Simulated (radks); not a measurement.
Results of a calculation; reference values are marked as such.
Problem. The iridium ion Ir4+, [Xe] 4f14 5d5. Level of theory: non-relativistic Kohn-Sham, exchange-only PBE, spin-polarised, spherical densities, point nucleus (a radial shooting solver on a logarithmic mesh with Libxc functionals). Every spin shell is full or empty, so the densities are truly spherical. Functionals are evaluated on that one density, not self-consistently. Rank these exchange functionals by their error against the exact value of the orbitals, and give that value: LDA, B88, PBE, RPBE, PW91, PW86, AM05, SOGGA, B86b, EV93, revTPSS, SCAN, MS2, Tao-Mo, TASK.

Solution. Exact: -322.611 hartree. From best to worst, with 100 (|E| - |E exact|)/|E exact| (equal figures are ties): B86b +0.05, PW91 +0.09, SCAN +0.10, B88 +0.11, RPBE -0.18, PBE -0.30, PW86 -0.33, EV93 -0.44, MS2 -0.62, Tao-Mo -0.79, revTPSS -0.86, SOGGA -1.79, TASK -1.81, AM05 -3.63, LDA -3.84.
